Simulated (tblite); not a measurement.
Compound: C5H9NO2Si.
Numbering: `[CH3:1][O:2]/[C:3]([C:4]#[N:5])=[CH:6]/[O:7][SiH2:8][CH3:9]` (hydrogens: H10, H11, H12 on C1; H13 on C6; H14, H15 on Si8; H16, H17, H18 on C9)

Computed with GFN2-xTB (tblite), gas phase: L-BFGS steps from a force-field or distance-geometry start until the largest atomic force falls under 0.01 eV/Å.

Step 76: E = -763.4838 eV
```
atom  x, y, z in Å  |  force x, y, z in eV/Å
C1     -3.6082    0.0993    0.2980   -0.052  -0.006   0.011
O2     -2.6219   -0.6191   -0.4094   -0.052  -0.035   0.037
C3     -1.3191   -0.2900   -0.1084    0.013   0.015  -0.021
C4     -1.0656    0.5440    0.9992    0.045   0.018  -0.016
N5     -0.8975    1.2282    1.9066   -0.001   0.017   0.036
C6     -0.3441   -0.7932   -0.8899    0.029  -0.030   0.018
O7      0.9647   -0.6164   -0.7788    0.007  -0.011   0.017
Si8     1.9773    0.2641    0.1734    0.021  -0.003  -0.003
C9      3.6428   -0.1087   -0.6391    0.021   0.007  -0.018
H10    -4.5624   -0.3217   -0.0129    0.002   0.013  -0.034
H11    -3.5738    1.1651    0.0463   -0.033  -0.016   0.040
H12    -3.4991   -0.0171    1.3820    0.004   0.007  -0.042
H13    -0.6347   -1.4367   -1.7141    0.013   0.024   0.007
H14     1.6106    1.6772    0.0916    0.018   0.000  -0.011
H15     1.9393   -0.2185    1.5547   -0.046   0.010  -0.036
H16     4.3600    0.6686   -0.4003    0.025  -0.010   0.036
H17     3.5711   -0.1678   -1.7204   -0.034   0.013  -0.026
H18     4.0518   -1.0509   -0.2887    0.020  -0.013   0.004
```

Step 77: E = -763.4849 eV
```
atom  x, y, z in Å  |  force x, y, z in eV/Å
C1     -3.6063    0.1013    0.2984   -0.031  -0.005   0.012
O2     -2.6209   -0.6214   -0.4064   -0.043  -0.029   0.041
C3     -1.3168   -0.2960   -0.1036    0.009   0.023  -0.041
C4     -1.0648    0.5407    1.0025    0.041   0.025   0.003
N5     -0.9044    1.2280    1.9092    0.003  -0.003   0.009
C6     -0.3428   -0.7993   -0.8869    0.013  -0.020   0.022
O7      0.9659   -0.6210   -0.7782    0.005  -0.023   0.015
Si8     1.9775    0.2652    0.1702   -0.017  -0.016  -0.016
C9      3.6427   -0.1083   -0.6404    0.032   0.015  -0.004
H10    -4.5619   -0.3066   -0.0247   -0.003   0.010  -0.037
H11    -3.5581    1.1694    0.0591   -0.035  -0.019   0.027
H12    -3.5074   -0.0261    1.3817    0.002   0.001  -0.025
H13    -0.6347   -1.4422   -1.7116    0.016   0.029   0.019
H14     1.6054    1.6763    0.0768    0.024   0.007  -0.005
H15     1.9302   -0.2100    1.5533   -0.030   0.010  -0.029
H16     4.3583    0.6663   -0.3917    0.050   0.017   0.034
H17     3.5765   -0.1583   -1.7221   -0.044   0.012  -0.037
H18     4.0527   -1.0517   -0.2959    0.010  -0.037   0.012
```

Step 78: E = -763.4859 eV
```
atom  x, y, z in Å  |  force x, y, z in eV/Å
C1     -3.6051    0.1032    0.2987   -0.011  -0.015   0.028
O2     -2.6197   -0.6243   -0.4016   -0.023  -0.020   0.029
C3     -1.3142   -0.3004   -0.1002    0.006   0.032  -0.037
C4     -1.0606    0.5388    1.0046    0.021   0.037   0.030
N5     -0.9065    1.2276    1.9119    0.004  -0.035  -0.036
C6     -0.3417   -0.8054   -0.8845   -0.006  -0.004   0.027
O7      0.9670   -0.6265   -0.7786    0.011  -0.024   0.018
Si8     1.9760    0.2656    0.1670   -0.032  -0.042  -0.014
C9      3.6416   -0.1076   -0.6416    0.043   0.023   0.008
H10    -4.5611   -0.2929   -0.0375    0.001   0.010  -0.030
H11    -3.5442    1.1727    0.0707   -0.034  -0.013   0.014
H12    -3.5159   -0.0345    1.3817   -0.010   0.001  -0.022
H13    -0.6343   -1.4478   -1.7090    0.009   0.022   0.019
H14     1.6038    1.6747    0.0640    0.016   0.029  -0.005
H15     1.9194   -0.2010    1.5527   -0.015   0.009  -0.032
H16     4.3554    0.6647   -0.3822    0.062   0.030   0.020
H17     3.5785   -0.1485   -1.7240   -0.039   0.011  -0.026
H18     4.0528   -1.0521   -0.3022   -0.003  -0.052   0.009
```

Step 79: E = -763.4866 eV
```
atom  x, y, z in Å  |  force x, y, z in eV/Å
C1     -3.6054    0.1038    0.2989    0.014  -0.005   0.009
O2     -2.6197   -0.6261   -0.3988    0.017   0.003   0.029
C3     -1.3128   -0.3020   -0.0984   -0.006   0.028  -0.031
C4     -1.0569    0.5379    1.0057   -0.004   0.030   0.027
N5     -0.9046    1.2266    1.9135    0.007  -0.038  -0.045
C6     -0.3405   -0.8097   -0.8817   -0.026   0.008   0.019
O7      0.9681   -0.6308   -0.7782    0.005  -0.026   0.017
Si8     1.9750    0.2647    0.1656   -0.027  -0.017  -0.031
C9      3.6415   -0.1069   -0.6425    0.041   0.012   0.023
H10    -4.5605   -0.2849   -0.0466   -0.011   0.005  -0.021
H11    -3.5379    1.1747    0.0788   -0.028  -0.017   0.001
H12    -3.5214   -0.0394    1.3806   -0.020  -0.009   0.011
H13    -0.6340   -1.4510   -1.7062    0.003   0.009   0.012
H14     1.6051    1.6747    0.0557    0.015   0.018  -0.003
H15     1.9094   -0.1952    1.5519   -0.001   0.000  -0.013
H16     4.3538    0.6647   -0.3759    0.064   0.027   0.005
H17     3.5785   -0.1418   -1.7256   -0.028   0.013  -0.007
H18     4.0535   -1.0530   -0.3070   -0.015  -0.039  -0.001
```

Task: Estimate the geometry and energy of step 80. (The exact step hangs on the optimiser's Hessian estimate; all steps are aligned on step 79, rigid shifts and turns removed.)

Result: E = -763.4872 eV, largest force 0.063 eV/Å
```
atom  x, y, z in Å  |  force x, y, z in eV/Å
C1     -3.6058    0.1056    0.2993    0.012  -0.010   0.013
O2     -2.6204   -0.6264   -0.3965    0.032   0.014   0.012
C3     -1.3125   -0.3028   -0.0990   -0.005   0.025  -0.007
C4     -1.0532    0.5361    1.0054   -0.025   0.029   0.029
N5     -0.9020    1.2221    1.9153    0.010  -0.037  -0.050
C6     -0.3405   -0.8146   -0.8796   -0.025   0.014   0.010
O7      0.9682   -0.6364   -0.7767    0.006  -0.018   0.019
Si8     1.9732    0.2646    0.1632   -0.003  -0.012  -0.023
C9      3.6417   -0.1054   -0.6428    0.033   0.008   0.021
H10    -4.5608   -0.2769   -0.0553    0.000   0.009  -0.004
H11    -3.5330    1.1777    0.0862   -0.021  -0.024  -0.004
H12    -3.5272   -0.0443    1.3808   -0.030  -0.007   0.003
H13    -0.6326   -1.4566   -1.7032   -0.010  -0.006  -0.001
H14     1.6073    1.6755    0.0487    0.004   0.016  -0.007
H15     1.9050   -0.1883    1.5515    0.004  -0.002  -0.013
H16     4.3533    0.6657   -0.3703    0.051   0.006  -0.010
H17     3.5782   -0.1355   -1.7268   -0.013   0.015   0.022
H18     4.0524   -1.0538   -0.3103   -0.020  -0.020  -0.011
```

The energy changes by -0.0006 eV. The first-order estimate −F·Δx gives -0.0008 eV and the mean of the old and new forces, exact on a quadratic surface, -0.0006 eV. The step makes an angle of 78° with the force vector and moves no atom by more than 0.012 Å.

The cost below is that of the whole relaxation. The run took 2.1 s wall on one thread, Arm Neoverse N1 (aarch64), on a shared host.
